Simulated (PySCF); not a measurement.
A structure optimised at B3LYP-D3(BJ)/def2-SVP, used in a PySCF frequency run:

```
Sb
Br 1 2.5438
Br 1 2.5438 2 99.08
Br 1 2.5438 2 99.08 3 -100.80
```
Charge 0, spin multiplicity 1.

Task: Write its SMILES, formula and point group.

Result: [Br][Sb]([Br])[Br], Br3Sb, C3v

Task: What are its rotational constants (standard atomic weights)?

Result: 0.70405, 0.70405, 0.42211 GHz
